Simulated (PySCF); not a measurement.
Compound: C₅H₄ClF₂O (doublet state).
Cartesian coordinates in Å at the GFN2-xTB level; atoms count from 1:
```xyz
13
C5H4ClF2O angstrom
O      0.254    2.713   -1.181
C      0.312    1.623   -0.784
C      0.360    0.417   -0.296
C      0.880   -0.753   -1.058
Cl     2.496   -1.249   -0.412
C     -0.138    0.160    1.133
C     -1.538   -0.313    1.084
F     -1.797   -1.483    0.483
F     -2.493    0.565    0.758
H      1.025   -0.521   -2.111
H      0.235   -1.623   -0.945
H      0.496   -0.605    1.582
H     -0.096    1.071    1.728
```

The hyperfine couplings belong to this conformer and change with its torsions.

Identity: `O=C=C(CCl)C[C](F)F` [radical].

Method: UKS B3LYP, pcH-1 on C Cl F H O, non-relativistic, mean-field spin-orbit, GIAO (PySCF). Geometry: GFN2-xTB, one conformer, isolated molecule. A GFN2-xTB geometry isn't a minimum of the functional, and hyperfine couplings can be far from their values at a DFT geometry. Stability of the SCF solution: not tested.

Task: The isotropic 13C couplings are +336.6, +61.2, +40.4, -4.2, +4.1 MHz. Assign them to C2; C3; C4; C6; C7.

Result: 
| site | a_iso (MHz) | ρ(0) (bohr⁻³) | position | distance from C7 (Å) | spin population | largest \|T\| (MHz) |
| --- | --- | --- | --- | --- | --- | --- |
| C2 | +4.1 | +0.0036 | 3 bonds from C7 | 3.27 | +0.02 | 6.9 |
| C3 | +61.2 | +0.0544 | 2 bonds from C7 | 2.46 | +0.05 | 10.2 |
| C4 | -4.2 | -0.0037 | 3 bonds from C7 | 3.26 | 0.00 | 0.7 |
| C6 | +40.4 | +0.0359 | 1 bond from C7 | 1.48 | -0.04 | 7.3 |
| C7 | +336.6 | +0.2993 | largest spin population | 0.00 | +0.83 | 161.1 |

Task: Match the computed a_iso(1H) values +9.9, +4.6 MHz (means over equivalent nuclei) with the sites H10/H11; H12/H13.

Result: 
| site | a_iso (MHz) | ρ(0) (bohr⁻³) | position | distance from C7 (Å) | bound to | spin population there | largest \|T\| (MHz) |
| --- | --- | --- | --- | --- | --- | --- | --- |
| H10/H11 | +4.6 | +0.0010 | 4 bonds from C7 | 3.55 | C4 | 0.00 | 3.1 |
| H12/H13 | +9.9 | +0.0022 | β, 2 bonds from C7 | 2.11 | C6 | -0.04 | 11.8 |

ρ(0) is the spin density at the nucleus and T the dipolar tensor; a_iso includes a spin–orbit part; entries for several nuclei are means. The largest Mulliken spin population is on C7 (+0.83). The angles at C7 add up to 345.8°, so it is pyramidal.

Means are taken over nuclei equivalent by connectivity, which assumes that they swap fast.
